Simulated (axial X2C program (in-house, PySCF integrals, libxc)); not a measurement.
Photoelectron levels of GaSe⁻ by EOM-IP-CCSD

Calculated with an in-house all-electron X2C program for linear molecules (integrals from PySCF): two-component X2C with atomic mean-field Coulomb and Gaunt terms, Gaussian nuclei, basis Se dyall-acv3z, Ga dyall-acv3z with contracted cores.

R = 2.363 Å (1.045 times 2.261 Å, the PBE0 minimum at charge -1 for the lowest determinant).

Vertical detachment energies of GaSe⁻ to the states of GaSe:

```json
{"Ω of GaSe": "3/2", "vertical detachment energy (eV)": "2.718", "above lowest (cm⁻¹)": "0", "ionised spinor": "76% Se pπ, 12% Ga pπ, 7% Ga dπ", "one-hole weight": "0.93"}
{"Ω of GaSe": "1/2", "vertical detachment energy (eV)": "2.722", "above lowest (cm⁻¹)": "35", "ionised spinor": "33% Se pσ, 29% Ga pσ, 16% Se pπ", "one-hole weight": "0.94"}
{"Ω of GaSe": "1/2", "vertical detachment energy (eV)": "2.965", "above lowest (cm⁻¹)": "1990", "ionised spinor": "62% Se pπ, 9% Se pσ, 8% Ga pπ", "one-hole weight": "0.93"}
{"Ω of GaSe": "1/2", "vertical detachment energy (eV)": "6.759", "above lowest (cm⁻¹)": "32596", "ionised spinor": "51% Ga sσ, 35% Se pσ", "one-hole weight": "0.80"}
```

(1) Take the first Ω = 1/2 and Ω = 3/2 rows of π character: how far apart are they, and which lies lower?

This point took 21 s on 1 thread of Arm Neoverse V2, on a shared host.

Reference electrons by ω block (each with its −ω partner): 1/2: 22, 3/2: 9, 5/2: 2. 20 electrons of GaSe⁻ correlated (inner shells frozen), 82 natural virtual spinors (a truncated set); levels can be off by some tenths of an eV. Roots sought by Ω: (1/2: 4, 3/2: 3, 5/2: 1); rows need 60 % one-particle weight and stop where some Ω has no more roots. Missing are any skipped roots, higher Ω and states of a further excitation; these come out far too high here and may in truth be low or lowest. T1 of the reference 0.018 (Lee–Taylor). Number of frozen shells: Se 3 s, 2 p, 1 d; Ga 3 s, 2 p.

Answers

(1) E(3/2) − E(1/2) = 0 − 1990 = -1990 cm⁻¹ at EOM-IP-CCSD: inverted, Ω = 3/2 lower. Splittings at this level can be off by ten to twenty per cent.
